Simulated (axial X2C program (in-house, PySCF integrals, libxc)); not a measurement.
**Spin–orbit effects along a row: molecules with Sn, HF**

Computed with an in-house relativistic program for diatomic molecules, spin-free (one-electron X2C) or two-component (2c: spin–orbit coupling with atomic mean-field Coulomb and Gaunt terms, which also bring small scalar terms), in Dyall basis sets with cores contracted in-house; open shells are unrestricted.

Basis sets: As dyall-cv3z, Br dyall-cv3z, Ca dyall-cv3z, Ga dyall-cv3z, K dyall-cv3z, Sn dyall-cv3z.

```tsv
molecule	spin-free state	Re (Å)	ωe (cm⁻¹)	De (eV)	2c state	Re 2c (Å)	ωe 2c (cm⁻¹)	De 2c (eV)
KSn	M_S = 3/2, Λ = 0	3.366	133.0	1.02	Ω = 3/2	3.367	132.7	n/a
CaSn	M_S = 1, Λ = 0	3.135	169.6	1.10	Ω = 1	3.138	168.6	n/a
GaSn	M_S = 3/2, Λ = 0	2.748	162.8	1.29	Ω = 3/2	2.752	162.0	n/a
SnAs	M_S = 1/2, Λ = 1	2.568	203.5	0.67	Ω = 3/2	2.575	201.5	n/a
SnBr	M_S = 1/2, Λ = 1	2.540	238.9	2.22	Ω = 1/2	2.543	237.2	n/a
```

(1) Work out the shifts from the spin-free to the two-component result.

Each entry is the lowest single determinant of a limited PBE0 search at one distance. De goes to single-determinant-based atoms at the same level (for ions the charge split of lowest energy) and is withheld (n/a) where an atom does not fit its ground term or J level. Main or longest-lived isotopes. One determinant is a doubtful description, or other states lie close, for KSn, CaSn, GaSn, SnAs; these need not be ground states, and all values refer to the states named. Some open-shell Ω = 0 determinants are out of reach, so the Ω given for CaSn need not be the lowest component. With several unpaired electrons the Ω given is that of one determinant, not necessarily of the lowest component.

## Answers

(1) 

```csv
molecule,2c state,ΔRe (Å),Δωe (cm⁻¹),ΔDe (eV)
KSn,Ω = 3/2,0.001,-0.3,n/a
CaSn,Ω = 1,0.003,-1.0,n/a
GaSn,Ω = 3/2,0.004,-0.8,n/a
SnAs,Ω = 3/2,0.007,-2.0,n/a
SnBr,Ω = 1/2,0.003,-1.7,n/a
```

Shifts of one unit in the last digit are rounding.
